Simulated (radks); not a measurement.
All-electron atom: Sn4- in [Xe]. Method: scalar-relativistic Kohn-Sham, LB94 model potential, spin-polarised, spherical densities, finite nucleus; Fermi nuclear charge, rms radius 4.6519 fm; Watson sphere of charge +3.3 and radius 5.76 bohr; computed with a radial shooting solver on a logarithmic mesh with Libxc functionals.

Radial electron density D(r) = 4 pi r^2 rho(r):

```
   r/bohr * D(r) (the largest magnitude, 82.8, reaches the edge; | marks zero)
 0.003481 |       *
 0.004053 |         *
 0.004756 |            *
 0.005537 |               *
 0.006445 |                  *
 0.007564 |                      *
 0.008805 |                          *
  0.01025 |                               *
  0.01203 |                                   *
    0.014 |                                      *
  0.01643 |                                         *
  0.01913 |                                          *
  0.02227 |                                          *
  0.02614 |                                        *
  0.03043 |                                      *
  0.03542 |                                     *
  0.04157 |                                    *
  0.04839 |                                      *
  0.05634 |                                          *
  0.06611 |                                               *
  0.07697 |                                                    *
  0.09032 |                                                      *
   0.1051 |                                                    *
   0.1224 |                                              *
   0.1436 |                                        *
   0.1672 |                                     *
   0.1947 |                                      *
   0.2285 |                                          *
    0.266 |                                            *
   0.3121 |                                        *
   0.3634 |                                *
    0.423 |                      *
   0.4964 |              *
   0.5779 |             *
   0.6727 |              *
   0.7895 |               *
   0.9191 |             *
     1.07 |          *
    1.256 |      *
    1.462 |    *
    1.715 |  *
    1.997 | *
    2.325 | *
    2.728 |*
    3.176 |*
    3.697 |*
    4.339 |*
    5.051 |*
     5.88 |*
    6.901 *
    8.033 *
    9.427 *
    10.97 *
    12.78 *
    14.99 *
    17.45 *
```

D(r) has 4 maxima, at r = 0.0204, 0.0903, 0.264, 0.777 bohr, and minima at 0.0399, 0.173, 0.573 bohr, inside which lie 2.00, 11.19, 29.11 electrons.
